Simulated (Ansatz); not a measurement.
```yaml
crystal:
  periodic: [false, false, false]
  atoms:
    - {symbol: B, position_ang: [-1.020117, 0.073209, 1.435795]}
    - {symbol: N, position_ang: [-0.108250, -0.657329, 0.622924]}
    - {symbol: B, position_ang: [0.284698, -1.977548, 0.994775]}
    - {symbol: Si, position_ang: [0.603096, -0.029069, -0.877744]}
    - {symbol: C, position_ang: [0.038393, 1.701353, -1.253664]}
    - {symbol: H, position_ang: [-1.353758, 1.180740, 1.125701]}
    - {symbol: H, position_ang: [-1.445946, -0.436299, 2.430018]}
    - {symbol: H, position_ang: [-0.150203, -2.471498, 1.991889]}
    - {symbol: H, position_ang: [1.053187, -2.576043, 0.292781]}
    - {symbol: H, position_ang: [2.080929, -0.071215, -0.726409]}
    - {symbol: H, position_ang: [0.219766, -0.951252, -1.978506]}
    - {symbol: H, position_ang: [0.319266, 2.398109, -0.461346]}
    - {symbol: H, position_ang: [0.510141, 2.034405, -2.182351]}
    - {symbol: H, position_ang: [-1.044204, 1.753237, -1.385062]}
basis:
  gaussian: {orbitals: def2-SVP, point_charges: [{charge: 0.50, position_ang: [4.695, -0.811, -0.421]}]}
total_charge: -3
magnetization: {spin_polarized: true, initial_magnetization: 1}
hamiltonian: {xc: {name: r2SCAN50}}
accuracy: high
```

```sh
$ ansatz run in.yaml --threads 4 --pin off --events-out ev --progress --plain --max-ram 10444MiB
```

Shortened log:

```
Functional definition: r2SCAN50
2930 factors; integrals over basis functions are off by at most 9.8e-9 eV
mean field evaluation 1: about -11876.1913 eV, gradient 3.4e1 eV
mean field evaluation 2: about -11875.3798 eV, gradient 4.0e1 eV
mean field evaluation 4: about -11882.6669 eV, gradient 2.6e0 eV
mean field evaluation 8: about -11882.8208 eV, gradient 2.5e-1 eV
mean field evaluation 16: about -11883.2382 eV, gradient 1.5e-1 eV
mean field evaluation 64: about -11883.2399 eV, gradient 5.4e-4 eV
mean field evaluation 96: about -11883.2404 eV, gradient 1.9e-8 eV
mean field -11883.24038754 eV, -436.7010294924 hartree, gradient 6.7e-8 eV, S^2 1.583948; 10 other end points of the search recorded, 0 dependent functions left out
reference -11883.24038890 eV, -436.7010295425 hartree; 25, 24 occupied and 94, 95 virtual orbitals, 2930 factors
Total energy: -11883.24038890 eV, -436.7010295425 hartree
```

In this input the charge is far from anything that the molecule holds. The run converged. The result belongs to that input, not to the molecule as meant.
